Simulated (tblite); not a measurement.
Run record: tight-binding relaxation, `CO[SiH2]C/C=C\C=C\F`.

Computed with GFN2-xTB geometry optimisation, gas phase (tblite 0.8.0). Start geometry: from a force field or distance geometry. A driver script takes a list of jobs; this job's settings line and coordinates (Å) are shown.

Command:
```bash
OMP_NUM_THREADS=1 python probes_run.py task.json out
```

Input:
```
{"job": {"kind": "relax", "xc": "GFN2-xTB", "basis": "xTB"}, "charge": 0, "multiplicity": 1}
C      3.595200     0.904700    -0.477400
O      2.782300     0.721000     0.641700
Si     1.646600    -0.481300     0.207100
C     -0.015100    -0.200300     1.068800
C     -0.918700    -1.214800     0.484400
C     -2.022100    -0.898000    -0.166700
C     -2.492000     0.467400    -0.373600
C     -3.616800     0.606300    -1.035600
F     -4.083000     1.858600    -1.244100
H      2.992500     1.516400    -1.189600
H      4.572000     1.347700    -0.262500
H      3.699200    -0.110800    -0.945900
H      1.333500    -0.316300    -1.222500
H      2.144200    -1.834500     0.405200
H     -0.331000     0.851000     0.942300
H      0.140200    -0.360100     2.174000
H     -0.618000    -2.263200     0.597800
H     -2.605700    -1.731900    -0.564700
H     -2.010000     1.351200    -0.022500
H     -4.198200    -0.202600    -1.428800
```

Question: Estimate the output.

Answer: 
```
step      E/eV     max force
  0    -787.67383    1.903
  1    -787.85991    1.065
  2    -787.94912    0.833
  3    -788.00403    0.838
  4    -788.07623    0.565
  5    -788.11414    0.570
  6    -788.16491    0.454
  7    -788.19302    0.379
  8    -788.21942    0.379
  9    -788.23949    0.348
... (113 lines left out)
123    -788.50867    0.029
124    -788.50877    0.026
125    -788.50887    0.028
126    -788.50898    0.024
127    -788.50907    0.019
128    -788.50914    0.020
129    -788.50920    0.018
130    -788.50925    0.015
131    -788.50930    0.012
132    -788.50934    0.010
```

«max force» is the largest atomic force in eV/Å.

Question: From which step on does the largest force stay under 0.1 eV/Å, and how much energy is left to gain from there?

Answer: From step 38 (0.074 eV/Å), 43.2 meV above the end.

Main results: energy lowered by 19.3 kcal/mol over 132 steps; largest atomic force 0.010 eV/Å at the end.

Question: Give the final coordinates.

Answer: 0.508 Å rms from the input after alignment:
```
atom  x, y, z in Å
C1     3.7194    0.9765   -0.3628
O2     2.4992    0.6534    0.2320
Si3    1.3950   -0.4219   -0.2673
C4     0.0845   -0.3172    1.1089
C5    -1.0325   -1.2353    0.7955
C6    -2.1351   -0.9421    0.0984
C7    -2.4447    0.3480   -0.4634
C8    -3.5762    0.5934   -1.1139
F9    -3.8426    1.8063   -1.6358
H10    3.5709    1.3500   -1.3781
H11    4.1946    1.7503    0.2406
H12    4.3703    0.1008   -0.4066
H13    0.8316   -0.0619   -1.5725
H14    1.9645   -1.7707   -0.3677
H15   -0.2610    0.7105    1.2012
H16    0.5359   -0.5988    2.0593
H17   -0.9047   -2.2516    1.1434
H18   -2.8753   -1.7131   -0.0704
H19   -1.7224    1.1432   -0.3602
H20   -4.3764   -0.1091   -1.2934
```

Time: 1.9 s of wall time. Hardware: one thread of an Arm Neoverse N1, no GPU, on a shared host.
Labels such as C1 count atoms from 1, the log's own numbers from 0.
